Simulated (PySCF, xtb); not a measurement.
CaO2, SMILES [Ca]1[O][O]1.

GFN2-xTB run with xtb at its own geometry gives an orbital gap of 0.04 eV and a dipole moment of 6.90 D.

Coordinates come from a PBE0-D3(BJ)/def2-TZVP optimisation.

Question: What does PBE/def2-TZVPD run with PySCF give? (Estimate from the structure and the level; the computed values follow.)

Answer: gap 0.57 eV (levels -3.03 and -2.46 eV), dipole 9.57 D.
